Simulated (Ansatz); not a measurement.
`[SiH3][SiH2][GeH2][GeH2][SiH2][SiH3]`. Charge 0, multiplicity 1. All single points use the PBE0-D4/def2-TZVP geometry. It is one conformer, not always the lowest.

```xyz
20

Si   -0.777    2.087   -1.549
Si    0.796    2.375    0.157
Ge    2.084    0.409    0.552
Ge    0.869   -1.177    1.932
Si   -1.308   -1.530    1.037
Si   -1.112   -2.154   -1.207
H    -1.471    3.373   -1.829
H    -0.099    1.628   -2.791
H    -1.798    1.076   -1.164
H     1.706    3.492   -0.226
H     0.103    2.760    1.419
H     2.437   -0.257   -0.791
H     3.407    0.783    1.249
H     1.641   -2.508    1.984
H     0.781   -0.623    3.367
H    -2.029   -2.585    1.802
H    -2.076   -0.260    1.157
H    -0.549   -3.530   -1.286
H    -2.425   -2.129   -1.905
H    -0.180   -1.229   -1.908
```

What is the dipole moment at ωB97M-V/def2-TZVPP? (An estimate is asked.)

The calculation gave: 0.15 D, with components (-0.15, 0.03, 0.03) D in this frame, pointing from negative to positive charge.

And with PBE, r2SCAN, B3LYP? (Estimate.)

Ansatz gave: PBE 0.09 D, r2SCAN 0.13 D, B3LYP 0.16 D.

Give the Mulliken charges with ωB97M-V, r2SCAN, B3LYP in def2-TZVPP. (Estimate.)

The calculation gave: 
```
atom  ωB97M-V  r2SCAN  B3LYP
 Si1     0.05    0.19   0.16
 Si2     0.05    0.11   0.11
 Ge3    -0.14   -0.02  -0.01
 Ge4    -0.08    0.03   0.02
 Si5     0.02    0.10   0.09
 Si6     0.06    0.19   0.16
  H7    -0.02   -0.07  -0.06
  H8     0.00   -0.05  -0.05
  H9    -0.03   -0.07  -0.06
 H10    -0.01   -0.06  -0.05
 H11     0.00   -0.06  -0.05
 H12     0.05    0.01   0.01
 H13     0.04    0.00   0.00
 H14     0.03    0.00   0.00
 H15     0.04    0.00   0.00
 H16    -0.01   -0.07  -0.06
 H17     0.00   -0.05  -0.05
 H18    -0.01   -0.06  -0.06
 H19    -0.01   -0.05  -0.05
 H20    -0.02   -0.06  -0.05
```

B3LYP here is the variant with VWN-RPA as its local correlation; programs differ in this.
